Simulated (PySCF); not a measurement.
Al₂H₄O₄.

```xyz
10

Al     0.0000     0.0000     1.2569
O     -1.0582     1.0582     2.0855
O      1.0582    -1.0582     2.0855
Al     0.0000     0.0000    -1.2569
O     -1.0582    -1.0582    -2.0855
O      1.0582     1.0582    -2.0855
H     -1.1749     1.1749     3.0324
H      1.1749    -1.1749     3.0324
H     -1.1749    -1.1749    -3.0324
H      1.1749     1.1749    -3.0324
```
Charge 0, spin multiplicity 1.

Geometry: B3LYP-D3(BJ)/def2-SVP. The structure was generated by enumeration; whether it is a known compound was not checked. The values are those of a single conformer.

These are PBE/pcSseg-1 in PySCF values and carry that method's errors. Non-relativistic, no solvent.

Computed absolute GIAO shielding of each atom: isotropic value and principal components (ppm):
| atom | σ(iso) | σ11 | σ22 | σ33 | span |
|---|---|---|---|---|---|
| Al1 | 428.0 | 376.5 | 425.0 | 482.5 | 106.0 |
| O2 | 260.8 | 192.8 | 250.4 | 339.3 | 146.5 |
| O3 | 260.8 | 192.8 | 250.4 | 339.3 | 146.5 |
| Al4 | 428.0 | 376.5 | 425.0 | 482.5 | 106.0 |
| O5 | 260.8 | 192.8 | 250.4 | 339.3 | 146.5 |
| O6 | 260.8 | 192.8 | 250.4 | 339.3 | 146.5 |
| H7 | 29.2 | 22.2 | 22.3 | 43.0 | 20.8 |
| H8 | 29.2 | 22.2 | 22.3 | 43.0 | 20.8 |
| H9 | 29.2 | 22.2 | 22.3 | 43.0 | 20.8 |
| H10 | 29.2 | 22.2 | 22.3 | 43.0 | 20.8 |
